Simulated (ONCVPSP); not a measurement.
## Building the ONCV potential for Fe (LDA (Perdew-Zunger), fully relativistic).

ONCVPSP 4.0.1 was run on this input:

```
# ATOM AND REFERENCE CONFIGURATION
# atsym  z   nc   nv     iexc    psfile
  Fe 26.00    3    5        3      upf
#
#   n    l    f
    1    0    2.00
    2    0    2.00
    2    1    6.00
    3    0    2.00
    3    1    6.00
    3    2    6.00
    4    0    1.75
    4    1    0.25
#
# PSEUDOPOTENTIAL AND OPTIMIZATION
# lmax
    2
#
#   l,   rc,      ep,       ncon, nbas, qcut
    0    1.30    0.00    4    9   10.00
    1    1.60    0.00    3    8    7.90
    2    0.95    0.00    3    8   19.50
#
# LOCAL POTENTIAL
# lloc, lpopt,  rc(5),   dvloc0
    4    5    0.75    2.00
#
# VANDERBILT-KLEINMAN-BYLANDER PROJECTORs
# l, nproj, debl
    0    2    2.60
    1    2    3.70
    2    2    2.60
#
# MODEL CORE CHARGE
# icmod, fcfact, rcfact
    0    0.00    0.00
#
# LOG DERIVATIVE ANALYSIS
# epsh1, epsh2, depsh
   -5.00    5.00    0.04
#
# OUTPUT GRID
# rlmax, drl
    6.00    0.01
#
# TEST CONFIGURATIONS
# ncnf
    4
# nvcnf
#   n    l    f
    5
    3    0    2.00
    3    1    6.00
    3    2    6.00
    4    0    2.00
    4    1    0.00
#
    5
    3    0    2.00
    3    1    6.00
    3    2    6.00
    4    0    1.00
    4    1    0.00
#
    5
    3    0    2.00
    3    1    6.00
    3    2    6.00
    4    0    0.00
    4    1    0.00
#
    5
    3    0    2.00
    3    1    5.00
    3    2    6.00
    4    0    2.00
    4    1    0.00
#
```

Command:

```bash
oncvpspr.x < Fe.dat > Fe.out
```

The program printed (shortened: citation, most of the input echo, consistency checks and plot data are left out):

```
ONCVPSP  (Optimized Norm-Conservinng Vanderbilt PSeudopotential)
relativistic version 4.0.1

#   n    l    f        energy (Ha)
    1    0    2.00    -2.5659250D+02
    2    0    2.00    -3.0064859D+01
    2    1    6.00    -2.5507723D+01    -2.5965258D+01
    3    0    2.00    -3.4525411D+00
    3    1    6.00    -2.1997924D+00    -2.2568745D+00
    3    2    6.00    -2.9891345D-01    -3.0455055D-01
    4    0    1.75    -2.1251841D-01
    4    1    0.25    -6.0900835D-02    -6.2713195D-02

Reference configufation results
  iterations    29
  all-electron total energy (Ha)   -1.27017360D+03

Begin loop to  construct optimized pseudo wave functions
and semi-local pseudopoentials for all angular momenta

Calculating optimized projector #   1

 for l=   0

    Fraction of norm inside rc  0.931404
    Optimizing pswf for qcut=  10.00 a_B^-1,  ecut=  50.00 Ha
    Residual kinetic energy error=  7.15D-07 Ha

    Energy error per electron        Cutoff
         Ha          eV             Ha
         0.01000     0.27211       24.18
         0.00100     0.02721       32.88
         0.00010     0.00272       39.55
         0.00001     0.00027       44.54

Calculating optimized projector #   2

 for l=   0

    Fraction of norm inside rc  0.038543
    Optimizing pswf for qcut=  10.00 a_B^-1,  ecut=  50.00 Ha
    Residual kinetic energy error=  4.72D-07 Ha

    Energy error per electron        Cutoff
         Ha          eV             Ha
         0.01000     0.27211        8.09
         0.00100     0.02721       27.71
         0.00010     0.00272       36.60
         0.00001     0.00027       42.81

Calculating optimized projector #   1

 for l=   1

    Fraction of norm inside rc  0.962338
    Optimizing pswf for qcut=   7.90 a_B^-1,  ecut=  31.19 Ha
    Residual kinetic energy error=  8.22D-06 Ha

    Energy error per electron        Cutoff
         Ha          eV             Ha
         0.01000     0.27211       19.91
         0.00100     0.02721       24.29
         0.00010     0.00272       27.64
         0.00001     0.00027       31.33

Calculating optimized projector #   2

 for l=   1

    Fraction of norm inside rc  0.024824
    Optimizing pswf for qcut=   7.90 a_B^-1,  ecut=  31.19 Ha
    Residual kinetic energy error=  1.56D-06 Ha

    Energy error per electron        Cutoff
         Ha          eV             Ha
         0.01000     0.27211       13.17
         0.00100     0.02721       19.59
         0.00010     0.00272       24.57
         0.00001     0.00027       28.42

Calculating optimized projector #   1

 for l=   1

    Fraction of norm inside rc  0.964851
    Optimizing pswf for qcut=   7.90 a_B^-1,  ecut=  31.19 Ha
    Residual kinetic energy error=  8.98D-06 Ha

    Energy error per electron        Cutoff
         Ha          eV             Ha
         0.01000     0.27211       20.05
         0.00100     0.02721       24.43
         0.00010     0.00272       27.76
         0.00001     0.00027       31.48

Calculating optimized projector #   2

 for l=   1

    Fraction of norm inside rc  0.026039
    Optimizing pswf for qcut=   7.90 a_B^-1,  ecut=  31.19 Ha
    Residual kinetic energy error=  1.84D-06 Ha

    Energy error per electron        Cutoff
         Ha          eV             Ha
         0.01000     0.27211       13.44
         0.00100     0.02721       19.84
         0.00010     0.00272       24.78
         0.00001     0.00027       28.65

   Wellstate for l =  2  n =  5 kap= -3
     eigenvalue =   2.3011
     asymptotic potential =   2.8011
     half-point radius =  3.2421

Calculating optimized projector #   1

 for l=   2

    Fraction of norm inside rc  0.481315
    Optimizing pswf for qcut=  19.50 a_B^-1,  ecut= 190.05 Ha
    Residual kinetic energy error=  1.20D-07 Ha

    Energy error per electron        Cutoff
         Ha          eV             Ha
         0.01000     0.27211       91.18
         0.00100     0.02721      114.57
         0.00010     0.00272      134.36
         0.00001     0.00027      150.96

Calculating optimized projector #   2

 for l=   2

    Fraction of norm inside rc  0.063096
    Optimizing pswf for qcut=  19.50 a_B^-1,  ecut= 190.05 Ha
    Residual kinetic energy error=  2.36D-09 Ha

    Energy error per electron        Cutoff
         Ha          eV             Ha
         0.01000     0.27211       80.23
         0.00100     0.02721      107.29
         0.00010     0.00272      129.00
         0.00001     0.00027      147.82

   Wellstate for l =  2  n =  5 kap=  2
     eigenvalue =   2.2954

Calculating optimized projector #   1

 for l=   2

    Fraction of norm inside rc  0.485039
    Optimizing pswf for qcut=  19.50 a_B^-1,  ecut= 190.05 Ha
    Residual kinetic energy error=  1.03D-07 Ha

    Energy error per electron        Cutoff
         Ha          eV             Ha
         0.01000     0.27211       91.43
         0.00100     0.02721      114.79
         0.00010     0.00272      134.55
         0.00001     0.00027      151.10

Calculating optimized projector #   2

 for l=   2

    Fraction of norm inside rc  0.062938
    Optimizing pswf for qcut=  19.50 a_B^-1,  ecut= 190.05 Ha
    Residual kinetic energy error=  2.41D-09 Ha

    Energy error per electron        Cutoff
         Ha          eV             Ha
         0.01000     0.27211       80.42
         0.00100     0.02721      107.46
         0.00010     0.00272      129.16
         0.00001     0.00027      147.94

Construct Vanderbilt / Kleinmman-Bylander projectors

B matrix Hermiticity error, ll=  0  kap= -1
   1   2    3.0968D-04

  Orthonormal projector coefficients  1.7328E+01  2.5248E+00

B matrix Hermiticity error, ll=  1  kap= -2
   1   2    1.1663D-04

  Orthonormal projector coefficients  7.8931E+00 -1.1528E+00

B matrix Hermiticity error, ll=  1  kap=  1
   1   2    1.2203D-04

  Orthonormal projector coefficients  8.0754E+00 -1.1278E+00

B matrix Hermiticity error, ll=  2  kap= -3
   1   2   -2.5701D-04

  Orthonormal projector coefficients -1.5488E+01 -3.1837E+00

B matrix Hermiticity error, ll=  2  kap=  2
   1   2   -2.5859D-04

  Orthonormal projector coefficients -1.5542E+01 -3.1927E+00

 Orthonormal scalar projector coefficients, l =  1
  7.9524E+00 -1.1432E+00  2.3808E-04 -4.3944E-05

 Orthonormal spin-orbit projector coefficients, l =  1
 -2.4275E-01  8.0610E-02  2.4698E-02 -7.8724E-04

 Orthonormal scalar projector coefficients, l =  2
 -1.5510E+01 -3.1873E+00 -1.6749E-06 -3.3098E-09

 Orthonormal spin-orbit projector coefficients, l =  2
  2.2875E-02  3.7832E-03 -1.1633E-03 -1.2098E-06

Pseudoatom total energy -122.507672

Diagnostic tests using Vanderbilt-Kleinman-Bylander pseudopotentials
  relativistic with J = L +/- 1/2 projectors

   l  kap   rcore       rmatch      e in        delta e    norm test   slope test

   0  -1   1.3068953   1.3465755  -3.4525411   0.0000030   1.0001780   1.0001696
   0  -1   1.3068953   1.3465755  -0.2125184   0.0000055   1.0000480   1.0000398

   1  -2   1.6016667   1.6502967  -2.1997924  -0.0000211   1.0001300   1.0001216
   1   1   1.6016667   1.6502967  -2.2568745  -0.0000203   1.0001337   1.0001182
   1  -2   1.6016667   1.6502967  -0.0609008   0.0000008   1.0000185   1.0000205
   1   1   1.6016667   1.6502967  -0.0627132   0.0000036   1.0000446   1.0000484

   2  -3   0.9518046   0.9807035  -0.2989135  -0.0000329   1.0000965   1.0001499
   2   2   0.9518046   0.9807035  -0.3045506   0.0000648   1.0001261   0.9999748
   2  -3   0.9518046   0.9807035   2.3010865  -0.0000313   1.0003802   1.0003802
   2   2   0.9518046   0.9807035   2.2997651  -0.0000300   1.0003819   1.0003819

Diagnostic tests using Vanderbilt-Kleinman-Bylander pseudopotentials
  relativistic with scalar and spin-orbit non-local projectors

   l  kap   rcore       rmatch      e in        delta e    norm test   slope test

   0  -1   1.3068953   1.3465755  -3.4525411   0.0000030   1.0001780   1.0001696
   0  -1   1.3068953   1.3465755  -0.2125184   0.0000055   1.0000480   1.0000398

   1  -2   1.6016667   1.6502967  -2.1997924  -0.0000940   1.0001905   1.0001606
   1   1   1.6016667   1.6502967  -2.2568745  -0.0000949   1.0001954   1.0001585
   1  -2   1.6016667   1.6502967  -0.0609008  -0.0000027   0.9999455   1.0000187
   1   1   1.6016667   1.6502967  -0.0627132   0.0000000   0.9999745   1.0000478

   2  -3   0.9518046   0.9807035  -0.2989135  -0.0000324   1.0000966   1.0001513
   2   2   0.9518046   0.9807035  -0.3045506   0.0000652   1.0001262   0.9999760
   2  -3   0.9518046   0.9807035   2.3010865  -0.0000309   1.0003803   1.0003803
   2   2   0.9518046   0.9807035   2.2997651  -0.0000296   1.0003820   1.0003820

Ghost test for J = L + 1/2

 Testing for bound ghosts
   n   l    E NL Schr. Eq   E Basis Diag.   E Cutoff

   1   0       -3.452538       -3.452535    205.06
   2   0       -0.212513       -0.059425    205.06

   2   1       -2.199813       -2.199791    118.74
   3   1       -0.060900        0.071188    118.74

   3   2       -0.298946       -0.259210    379.51

 Testing for highly-localized positive-energy ghosts
       l    <radius>/rc     E Basis Diag.   E Cutoff

       0        0.995823       14.014504    205.06  WARNING - GHOST(+)

Ghost test for J = L - 1/2

 Testing for bound ghosts
   n   l    E NL Schr. Eq   E Basis Diag.   E Cutoff

   1   0       -3.452538       -3.452535    205.06
   2   0       -0.212513       -0.059425    205.06

   2   1       -2.256895       -2.256871    118.74
   3   1       -0.062710        0.065894    118.74

   3   2       -0.304486       -0.265542    379.51

 Testing for highly-localized positive-energy ghosts
       l    <radius>/rc     E Basis Diag.   E Cutoff

       0        0.995823       14.014504    205.06  WARNING - GHOST(+)

Test configuration 0

   n   l kap    f        eae           eps        diff
   1   0  -1  2.0000 -256.59249942
   2   0  -1  2.0000  -30.06485926
   2   1  -2  4.0000  -25.50772343
   2   1   1  2.0000  -25.96525783
   3   0  -1  2.0000   -3.45254114   -3.45253816    2.97E-06
   3   1  -2  4.0000   -2.19979244   -2.19981350   -2.11E-05
   3   1   1  2.0000   -2.25687454   -2.25689485   -2.03E-05
   3   2  -3  3.6000   -0.29891345   -0.29894633   -3.29E-05
   3   2   2  2.4000   -0.30455055   -0.30448574    6.48E-05
   4   0  -1  1.7500   -0.21251841   -0.21251287    5.54E-06
   4   1  -2  0.1667   -0.06090083   -0.06090007    7.68E-07
   4   1   1  0.0833   -0.06271320   -0.06270961    3.59E-06

    Total energies and differences
      AE_ref= -1.27017360E+03  AE_tst= -1.27017360E+03  dif=  0.00E+00
      PS_ref= -1.22507672E+02  PS_tst= -1.22507672E+02  dif=  7.39E-13
      PSP excitation error= -7.39E-13

Test configuration 1

   n   l kap    f        eae           eps        diff
   1   0  -1  2.0000 -256.57557221
   2   0  -1  2.0000  -30.04878788
   2   1  -2  4.0000  -25.49160519
   2   1   1  2.0000  -25.94913378
   3   0  -1  2.0000   -3.43570694   -3.43572889   -2.19E-05
   3   1  -2  4.0000   -2.18292442   -2.18291433    1.01E-05
   3   1   1  2.0000   -2.24001791   -2.24000154    1.64E-05
   3   2  -3  3.6000   -0.28258492   -0.28260317   -1.83E-05
   3   2   2  2.4000   -0.28820998   -0.28812996    8.00E-05
   4   0  -1  2.0000   -0.20169203   -0.20169084    1.19E-06
   4   1  -2  0.0000   -0.05217512   -0.05217512    0.00E+00
   4   1   1  0.0000   -0.05393280   -0.05393280    0.00E+00

    Total energies and differences
      AE_ref= -1.27017360E+03  AE_tst= -1.27021108E+03  dif= -3.75E-02
      PS_ref= -1.22507672E+02  PS_tst= -1.22545148E+02  dif= -3.75E-02
      PSP excitation error= -6.05E-07

Test configuration 2

   n   l kap    f        eae           eps        diff
   1   0  -1  2.0000 -256.89415021
   2   0  -1  2.0000  -30.36039987
   2   1  -2  4.0000  -25.80380206
   2   1   1  2.0000  -26.26138799
   3   0  -1  2.0000   -3.75192270   -3.75163343    2.89E-04
   3   1  -2  4.0000   -2.49951251   -2.49964224   -1.30E-04
   3   1   1  2.0000   -2.55651697   -2.55666951   -1.53E-04
   3   2  -3  3.6000   -0.59567374   -0.59574985   -7.61E-05
   3   2   2  2.4000   -0.60138452   -0.60136392    2.06E-05
   4   0  -1  1.0000   -0.46425315   -0.46421653    3.66E-05
   4   1  -2  0.0000   -0.27626842   -0.27626842    0.00E+00
   4   1   1  0.0000   -0.27948800   -0.27948800    0.00E+00

    Total energies and differences
      AE_ref= -1.27017360E+03  AE_tst= -1.26988103E+03  dif=  2.93E-01
      PS_ref= -1.22507672E+02  PS_tst= -1.22215116E+02  dif=  2.93E-01
      PSP excitation error=  1.54E-05

Test configuration 3

psatom_r: WARNING lschvkbb convergence error n,l,kap,iter=   3   1  -2

ea(ii),et,emin,emax -7.166885E-02 -7.883573E-02 -7.883573E-02 -7.883573E-02
run_config_r: WARNING for fully non-local PS atom,
 WARNING no output for configuration 4

Test configuration 4

   n   l kap    f        eae           eps        diff
   1   0  -1  2.0000 -257.33050022
   2   0  -1  2.0000  -30.70956546
   2   1  -2  4.0000  -26.16336171
   2   1   1  2.0000  -26.62187003
   3   0  -1  2.0000   -4.02946560   -4.02488126    4.58E-03
   3   1  -2  3.3333   -2.76834629   -2.76068548    7.66E-03
   3   1   1  1.6667   -2.82704779   -2.81901833    8.03E-03
   3   2  -3  3.6000   -0.82885520   -0.82678908    2.07E-03
   3   2   2  2.4000   -0.83530547   -0.83308953    2.22E-03
   4   0  -1  2.0000   -0.52993826   -0.52996501   -2.68E-05
   4   1  -2  0.0000   -0.32008073   -0.32008073    0.00E+00
   4   1   1  0.0000   -0.32408956   -0.32408956    0.00E+00

    Total energies and differences
      AE_ref= -1.27017360E+03  AE_tst= -1.26772697E+03  dif=  2.45E+00
      PS_ref= -1.22507672E+02  PS_tst= -1.20064637E+02  dif=  2.44E+00
      PSP excitation error=  3.60E-03
```

The run took about 7.6 s on one core of a shared server CPU.
